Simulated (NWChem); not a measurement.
System: Cd

Results from NWChem. GIAO values for the isolated, static molecule; σ is the absolute isotropic shielding. Spin-orbit effects, on the heavy nuclei and on their neighbours, are missing.

Task: Predict the results for PBE0/x2c-TZVPall-s, scalar ZORA without spin-orbit coupling. Quantities: σ Cd1 (ppm).

Result: 
```json
{
  "σ Cd1 (ppm)": "4820.5"
}
```
